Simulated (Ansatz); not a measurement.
Job for Ansatz (a quantum-chemistry and plane-wave program): R-PBE/def2-TZVPPD on BF3H2O (a complex). Files ending in .json are basis or fitting sets from the Basis Set Exchange.

Ansatz 0.2 input:
```yaml
crystal:
  periodic: [false, false, false]
  atoms:
    - {symbol: F, position_ang: [1.05791979, -0.78438271, 0.30186759]}
    - {symbol: B, position_ang: [0.02946766, 0.02507244, 0.57220025]}
    - {symbol: F, position_ang: [0.21096397, 1.34710422, 0.36965325]}
    - {symbol: F, position_ang: [-1.21322866, -0.46047264, 0.36873772]}
    - {symbol: O, position_ang: [0.03740919, 0.01557551, 2.43719625]}
    - {symbol: H, position_ang: [-0.82618854, -0.28526581, 2.75055209]}
    - {symbol: H, position_ang: [0.16460111, 0.91975770, 2.75460975]}
basis:
  gaussian:
    orbitals: def2-TZVPPD.json
hamiltonian:
  xc: {name: PBE}
scf: {lower_state_search: off}
```

Program output:

```
WARN ansatz: RAYON_NUM_THREADS=1 ignored (pool sized by the plan → 1); use --threads N
Functional definition: PBE
these checks for a lower state are left out or cut short: stability, starts, cluster_reference, orbital_swaps, neighbouring_geometries, increment
integrals: 0.14 GiB planned
1058 factors; their error is unknown
mean field: 1.04 GiB planned
mean field evaluation 1: about -10898.4028 eV, gradient 7.3e1 eV
mean field evaluation 2: about -10879.2859 eV, gradient 1.3e2 eV
mean field evaluation 4: about -10905.7609 eV, gradient 7.9e0 eV
mean field evaluation 8: about -10905.8439 eV, gradient 8.7e-2 eV
mean field evaluation 16: about -10905.8370 eV, gradient 8.8e-5 eV
mean field -10905.83695713 eV, -400.7821159329 hartree, gradient 3.6e-6 eV, S^2 0.000000; 0 other end points of the search recorded, 0 dependent functions left out
reference -10905.83701742 eV, -400.7821181485 hartree; 21, 21 occupied and 210, 210 virtual orbitals, 1058 factors
Total energy: -10905.83701742 eV, -400.7821181485 hartree
Checks for a lower state left out: stability, starts, cluster_reference, orbital_swaps, neighbouring_geometries, increment
```

Self-consistency was reached.

Cost: around 2.2 core-seconds (rough).
